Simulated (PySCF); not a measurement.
## Diatomics of F with the second period

CCSD(T) with double-zeta basis sets in PySCF, for the lowest determinant that a PBE0 search found; no spin–orbit coupling. De refers to high-spin ground-configuration atoms.

```json
{"M": "Li", "basis": "cc-pVDZ", "reference, frozen orbitals": "RHF, 1", "state (unpaired electrons)": "singlet (closed shell)", "Re (Å)": "1.590", "ωe (cm⁻¹)": "970", "De (eV)": "5.33"}
{"M": "Be", "basis": "aug-cc-pVDZ", "reference, frozen orbitals": "UHF, 1", "state (unpaired electrons)": "doublet (σ ↑)", "Re (Å)": "1.409", "ωe (cm⁻¹)": "1181", "De (eV)": "5.40"}
{"M": "B", "basis": "x2c-SVPall", "reference, frozen orbitals": "RHF, 2", "state (unpaired electrons)": "singlet (closed shell)", "Re (Å)": "1.274", "ωe (cm⁻¹)": "1408", "De (eV)": "7.56"}
{"M": "C", "basis": "def2-SVPD", "reference, frozen orbitals": "UHF, 2", "state (unpaired electrons)": "doublet (π ↑)", "Re (Å)": "1.287", "ωe (cm⁻¹)": "1283", "De (eV)": "5.37"}
{"M": "O", "basis": "def2-SVP", "reference, frozen orbitals": "UHF, 2", "state (unpaired electrons)": "doublet (π ↑)", "Re (Å)": "1.358", "ωe (cm⁻¹)": "1035", "De (eV)": "1.77"}
{"M": "F", "basis": "def2-SVP", "reference, frozen orbitals": "RHF, 2", "state (unpaired electrons)": "singlet (closed shell)", "Re (Å)": "1.435", "ωe (cm⁻¹)": "834", "De (eV)": "1.27"}
```

The shortest bond is that of BF (1.274 Å), the longest that of LiF (1.590 Å). BF is bound most strongly (7.56 eV) and F2 least (1.27 eV).

The rows differ in basis set, which adds steps of its own.

The state changes along the series, so neighbouring rows are not always alike in their bonding.

Correlated steps freeze the inner cores (1 to 2 orbitals); shallow outer-core shells are correlated. Correlated levels converge slowly with the basis: in double zeta they bind strong bonds too weakly, by up to about 1 eV, and carry superposition errors of some tenths. Where the molecule has an RHF reference, its open-shell atoms are computed with UHF. States were picked by a PBE0 search and need not be the measured ground states.
